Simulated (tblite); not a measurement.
Run record: tight-binding relaxation, `F[CH][GeH2][SiH2][SiH3]` [radical].

Computed with GFN2-xTB geometry optimisation, gas phase (tblite 0.8.0). Start geometry: from a force field or distance geometry. A driver script takes a list of jobs; this job's settings line and coordinates (Å) are shown.

Command:
```bash
OMP_NUM_THREADS=1 python probes_run.py task.json out
```

Input:
```
{"job": {"kind": "relax", "xc": "GFN2-xTB", "basis": "xTB"}, "charge": 0, "multiplicity": 2}
F      1.228000    -1.558400     1.497300
C      2.225400    -1.104700     0.641900
Ge     1.343300    -0.235300    -0.842000
Si    -0.282600     1.135000     0.130000
Si    -2.185900    -0.046500    -0.019900
H      2.769400    -0.301000     1.199000
H      0.685200    -1.371400    -1.690000
H      2.329400     0.618300    -1.695400
H      0.032800     1.338600     1.573000
H     -0.393400     2.409100    -0.552100
H     -3.007500     0.142500     1.181000
H     -2.857900     0.457200    -1.240900
H     -1.890700    -1.482800    -0.199800
```

Output:
```
step      E/eV     max force
  0    -441.42590    1.433
  1    -441.50822    0.933
  2    -441.58565    0.757
  3    -441.62595    0.619
  4    -441.68469    0.813
  5    -441.71953    0.699
  6    -441.76095    0.545
  7    -441.77586    0.418
  8    -441.79125    0.306
  9    -441.80134    0.337
... (63 lines left out)
 73    -441.92312    0.037
 74    -441.92320    0.016
 75    -441.92324    0.015
 76    -441.92327    0.015
 77    -441.92332    0.024
 78    -441.92342    0.027
 79    -441.92354    0.027
 80    -441.92359    0.022
 81    -441.92362    0.011
 82    -441.92364    0.009
```

«max force» is the largest atomic force in eV/Å.

Question: From which step on does the largest force stay under 0.1 eV/Å, and how much energy is left to gain from there?

Answer: From step 37 (0.097 eV/Å), 9.3 meV above the end.

Main results: energy lowered by 11.5 kcal/mol over 82 steps; largest atomic force 0.009 eV/Å at the end.

Time: 0.63 s wall. Hardware: one thread of an AMD EPYC 7B13, shared host with 96 logical CPUs at a one-minute load of 16.
Labels such as C1 count atoms from 1, the log's own numbers from 0.
